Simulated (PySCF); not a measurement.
Vertical excitations of a molecule C5H9N from PySCF with TDA-CAM-B3LYP/def2-SVPD, as energy in eV (oscillator strength): 6.45 (0.005), 6.56 (0.000), 6.80 (0.003), 6.81 (0.002), 7.33 (0.007), 7.54 (0.033), 7.57 (0.077), 7.84 (0.016), 7.91 (0.036), 8.10 (0.029). Lowest triplet (TDA): 5.37 eV. Coordinates come from a PBE0-D3(BJ)/def2-SVP optimisation. The values are those of a single conformer.

Problem. Which structure fits?
A. C=C1CCN1C
B. CC(C)(C)C#N
C. NC[C@@H]1C=CC1
D. C#C[C@@H](C)CN

Solution. D, C#C[C@@H](C)CN
